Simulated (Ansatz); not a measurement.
Two members of one family ((GaE)4 cubane), computed with Ansatz in the gas phase. Binding counts from free atoms in the multiplicity of their measured ground term, without zero-point energy. Sets without diffuse functions give affinities that are too small. A dash marks a value that wasn't run or was left out as unsound. The structures are stationary points that may keep the symmetry of their start. Remarks come from the PBE and PBE0 runs and from stability tests at other levels; not every state was tested. A HOMO above zero means that the electron is unbound at that level and held by the basis, or that self-interaction error raises the level; the energy of removing that electron tells which. HOMO above LUMO (over both spins in singlets and doublets, within one spin in higher multiplets; at PBE or PBE0), or a gap under 0.15 eV within one spin, warns that the state may not be the lowest or that an electron is smeared out.

First: (HGaSe)4 cubane (singlet, charge 0, PBE-D4/def2-SVP geometry).

Cartesian coordinates in Å:
```
Ga 1.107 0.640 -1.514
H 1.984 1.147 -2.712
Se 1.075 -1.810 -0.996
Ga 1.160 -0.896 1.335
H 2.077 -1.604 2.391
Se 1.590 1.510 0.785
Ga -0.915 1.541 0.848
H -1.637 2.761 1.517
Se -1.363 1.052 -1.569
Ga -1.353 -1.286 -0.668
H -2.423 -2.302 -1.196
Se -1.301 -0.752 1.780
```

```json
{"level": "PBE-D4/def2-TZVP", "HOMO (eV)": "-6.43", "LUMO (eV)": "-2.32", "gap (eV)": "4.11", "vertical IE (eV)": "8.53", "vertical EA (eV)": "0.47", "vertical triplet (eV)": "4.02", "binding per atom (eV)": "2.94"}
{"level": "r2SCAN-D4/def2-TZVP", "HOMO (eV)": "-6.74", "LUMO (eV)": "-2.15", "gap (eV)": "4.59", "vertical IE (eV)": "–", "vertical EA (eV)": "–", "vertical triplet (eV)": "4.36", "binding per atom (eV)": "2.97"}
{"level": "r2SCANh-D4/def2-TZVP", "HOMO (eV)": "-7.11", "LUMO (eV)": "-1.87", "gap (eV)": "5.24", "vertical IE (eV)": "–", "vertical EA (eV)": "–", "vertical triplet (eV)": "–", "binding per atom (eV)": "2.95"}
{"level": "PBE0-D4/def2-SVP", "HOMO (eV)": "-7.53", "LUMO (eV)": "-1.49", "gap (eV)": "6.04", "vertical IE (eV)": "–", "vertical EA (eV)": "–", "vertical triplet (eV)": "–", "binding per atom (eV)": "2.95"}
{"level": "PBE0-D4/def2-TZVP", "HOMO (eV)": "-7.47", "LUMO (eV)": "-1.56", "gap (eV)": "5.91", "vertical IE (eV)": "8.95", "vertical EA (eV)": "0.29", "vertical triplet (eV)": "4.60", "binding per atom (eV)": "2.93"}
```

Remarks: gap within one spin near zero at PBE or PBE0 (+1 doublet), HOMO above zero (-1 doublet), gap within one spin near zero at PBE or PBE0 (-1 doublet), gap within one spin near zero at PBE or PBE0 (triplet).

Second: (ClGaNH)4 cubane (singlet, charge 0, PBE-D4/def2-SVP geometry).

```xyz
16

Ga   -1.386   -0.769    0.731
Cl   -3.098   -1.720    1.634
N    -1.302    0.003   -1.105
Ga    0.458   -0.874   -1.440
Cl    1.024   -1.953   -3.219
N     0.394   -1.610    0.411
Ga    1.331   -0.002    1.130
Cl    2.974   -0.005    2.526
N    -0.448    0.854    1.408
Ga   -0.402    1.646   -0.422
Cl   -0.900    3.678   -0.941
N     1.355    0.752   -0.715
H    -2.083    0.004   -1.769
H     0.631   -2.576    0.659
H    -0.717    1.368    2.255
H     2.170    1.204   -1.145
```

Task: What does the change do? Estimate second minus first.

Result: 
```csv
level,Δ HOMO (eV),Δ LUMO (eV),Δ gap (eV),Δ vertical IE (eV),Δ vertical EA (eV),Δ vertical triplet (eV),Δ binding per atom (eV)
PBE-D4/def2-TZVP,-0.62,-0.32,0.30,0.62,0.36,0.37,0.67
r2SCAN-D4/def2-TZVP,-0.62,-0.24,0.39,–,–,0.46,0.58
r2SCANh-D4/def2-TZVP,-0.74,-0.21,0.53,–,–,–,0.56
PBE0-D4/def2-SVP,-0.76,-0.11,0.66,–,–,–,0.64
PBE0-D4/def2-TZVP,-0.90,-0.22,0.68,0.87,0.24,0.67,0.61
```

Remarks: gap within one spin near zero at PBE or PBE0 (+1 doublet), HOMO above zero (-1 doublet), gap within one spin near zero at PBE or PBE0 (triplet).
